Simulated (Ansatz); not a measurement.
The cluster CrCl₃. Total charge 0; doublet. Geometry relaxed at r2SCAN-D4/def2-SVP.

```tsv
atom	x (Å)	y (Å)	z (Å)
Cr1	0.000	0.000	0.000
Cl2	-1.868	0.933	-0.375
Cl3	0.202	-2.099	-0.230
Cl4	1.666	1.165	0.604
```

The charge 0 doublet is spin-contaminated (final ⟨S²⟩ up to 1.76, 0.75 for a pure state). At PBE0-D4/def2-TZVP a quartet of charge 0 lies 0.88 eV below the doublet, each at its own geometry. The structure comes from a short search, and lower isomers may exist.

Q: Estimate the harmonic wavenumbers at UKS r2SCAN-D4/def2-SVP (Ansatz, unscaled). Is this a minimum?

A: 84, 110, 110, 360, 498, 498 cm⁻¹. Yes, no mode is imaginary beyond noise. Zero-point energy 9.9 kJ/mol. It took 33 s on 2 threads of Intel Xeon 6975P-C on a shared host.
